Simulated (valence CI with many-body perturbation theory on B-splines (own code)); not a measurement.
**Co¹³⁺: calculated level list**

Computed by valence CI with perturbative core correlation (CI+MBPT): four valence electrons over a frozen Dirac-Fock core [Ne], a basis of 11 s, 11 p, 10 d, 8 f, 5 g, 2 h functions for each j, with the one-electron correlation potential Σ1 (screened to all orders), the two-electron term Σ2, the three-electron term Σ3, Breit, model QED; selected single and double excitations, second order for the rest, scaled by the run's own slope (own B-spline code, finite nucleus).

No measured levels were compared; by estimate levels of excited configurations hold to 0.05 to 0.15 % of their energy, terms of the ground configuration to about 0.5 %. Among the levels kept, up to 560 cm⁻¹ of a level comes from second order outside the variational space, and about a tenth of that is noise between levels of different J, which matters for small intervals.

Levels 91 to 135 of 171, with energies above the lowest level, 3s²3p² ³P_0. "Leading %" is the weight of the configuration and term that name the level; weights of strongly mixed levels are sums over their largest components and can fall short. In the jj column 3d3/2^4 stands for four electrons in 3d with j = 3/2. Lifetimes count E1, E2, E3, M1 and M2 decay at the calculated energies, and are blank where another channel may lead or the interval is too uncertain; long ones can be off by a factor of two.

```csv
No.,Configuration,Term,J,E (eV),Leading %,Lifetime,Leading jj,g
91,3s3p²3d,¹D,2,127.24,74,8.70 ps,3s 3p3/2^2 3d5/2 (29 %),0.947
92,3s²3d²,³P,0,130.62,78,8.69 ps,3s^2 3d3/2^2 (49 %),
93,3s²3d²,¹G,4,130.71,82,16.9 ps,3s^2 3d3/2 3d5/2 (63 %),0.999
94,3s²3d²,³P,1,130.73,78,8.78 ps,3s^2 3d3/2 3d5/2 (78 %),1.500
95,3s²3d²,³P,2,130.87,73,8.81 ps,3s^2 3d3/2 3d5/2 (49 %),1.471
96,3s²3d²,¹D,2,131.62,62,8.82 ps,3s^2 3d5/2^2 (49 %),1.028
97,3p³3d,¹S°,0,132.15,72,401 ps,3p1/2 3p3/2^2 3d5/2 (41 %),
98,3p³3d,³F°,2,132.59,63,107 ps,3p1/2^2 3p3/2 3d3/2 (43 %),0.759
99,3p³3d,³F°,3,133.07,53,75.2 ps,3p1/2^2 3p3/2 3d5/2 (24 %),1.174
100,3p³3d,³F°,4,133.86,55,62.1 ps,3p1/2 3p3/2^2 3d5/2 (59 %),1.312
101,3p³3d,³D°,2,134.02,62,67.7 ps,3p1/2 3p3/2^2 3d3/2 (61 %),1.108
102,3p³3d,³D°,3,134.17,52,65.9 ps,3p1/2 3p3/2^2 3d3/2 (44 %),1.279
103,3p³3d,³D°,1,134.19,67,55.1 ps,3p1/2 3p3/2^2 3d3/2 (61 %),0.651
104,3p³3d,⁵D°,0,134.27,96,25.8 ps,3p1/2 3p3/2^2 3d3/2 (57 %),
105,3p³3d,⁵D°,1,134.30,82,28.9 ps,3p1/2^2 3p3/2 3d3/2 (36 %),1.347
106,3p³3d,⁵D°,2,134.47,89,27.5 ps,3p1/2 3p3/2^2 3d3/2 (36 %),1.465
107,3p³3d,⁵D°,3,134.83,77,30.3 ps,3p1/2 3p3/2^2 3d5/2 (66 %),1.453
108,3p³3d,⁵D°,4,134.97,70,34.1 ps,3p1/2 3p3/2^2 3d5/2 (46 %),1.425
109,3p³3d,³G°,3,136.88,73,114 ps,3p1/2 3p3/2^2 3d3/2 (30 %),0.762
110,3p³3d,³G°,4,137.21,73,113 ps,3p1/2 3p3/2^2 3d3/2 (31 %),1.059
111,3p³3d,³G°,5,137.61,76,116 ps,3p1/2 3p3/2^2 3d5/2 (76 %),1.199
112,3p³3d,¹D°,2,140.11,65,75.4 ps,3p1/2 3p3/2^2 3d5/2 (26 %),1.006
113,3s²3d²,¹S,0,140.32,78,8.04 ps,3s^2 3d5/2^2 (50 %),
114,3p³3d,¹G°,4,140.90,86,62.5 ps,3p1/2 3p3/2^2 3d3/2 (41 %),1.015
115,3s3p3d²,⁵G°,2,142.62,98,80.3 ps,3s 3p1/2 3d3/2^2 (55 %),0.337
116,3p³3d,¹P°,1,142.88,40,23.3 ps,3p1/2^2 3p3/2 3d3/2 (39 %),0.837
117,3s3p3d²,⁵G°,3,143.05,98,80.3 ps,3s 3p1/2 3d3/2 3d5/2 (47 %),0.919
118,3p³3d,³P°,1,143.59,35,36.9 ps,3p1/2^2 3p3/2 3d5/2 (41 %),1.354
119,3s3p3d²,⁵G°,4,143.62,98,80.1 ps,3s 3p1/2 3d3/2 3d5/2 (43 %),1.151
120,3p³3d,³P°,0,143.75,75,48.8 ps,3p1/2^2 3p3/2 3d3/2 (35 %),
121,3p³3d,³D°,2,144.30,36,21.7 ps,3p1/2 3p3/2^2 3d5/2 (40 %),1.322
122,3s3p3d²,⁵G°,5,144.38,98,80.2 ps,3s 3p3/2 3d3/2 3d5/2 (54 %),1.267
123,3p³3d,¹P°,1,144.53,27,21.2 ps,3p1/2 3p3/2^2 3d5/2 (55 %),1.393
124,3p³3d,³P°,1,144.93,48,20.3 ps,3p1/2 3p3/2^2 3d3/2 (55 %),1.418
125,3p³3d,³P°,2,145.08,46,19.0 ps,3p1/2 3p3/2^2 3d5/2 (47 %),1.352
126,3s3p3d²,⁵G°,6,145.36,100,82.0 ps,3s 3p3/2 3d5/2^2 (79 %),1.333
127,3p³3d,³F°,3,145.59,70,44.2 ps,3p1/2 3p3/2^2 3d5/2 (46 %),1.108
128,3p³3d,³F°,2,145.64,77,44.9 ps,3p1/2 3p3/2^2 3d3/2 (55 %),0.672
129,3p³3d,³D°,3,145.68,53,46.3 ps,3p3/2^3 3d5/2 (32 %),1.296
130,3p³3d,³F°,4,146.03,74,44.8 ps,3p3/2^3 3d5/2 (56 %),1.236
131,3p³3d,³P°,2,146.22,72,59.5 ps,3p3/2^3 3d5/2 (38 %),1.474
132,3p³3d,³P°,1,146.86,62,16.3 ps,3p3/2^3 3d3/2 (31 %),1.496
133,3p³3d,³P°,0,146.91,78,13.5 ps,3p3/2^3 3d3/2 (59 %),
134,3s3p3d²,⁵D°,0,149.25,99,31.7 ps,3s 3p1/2 3d3/2^2 (30 %),
135,3s3p3d²,⁵D°,1,149.31,90,30.2 ps,3s 3p1/2 3d3/2 3d5/2 (51 %),1.405
```

Names give the largest LS component (configuration and term), which can be under half, so a name can repeat, a term be missing and a line seem to break the LS rules; names also repeat where a configuration has a term twice.

Where two levels of one J and parity lie close, their mixing, g and order are uncertain.
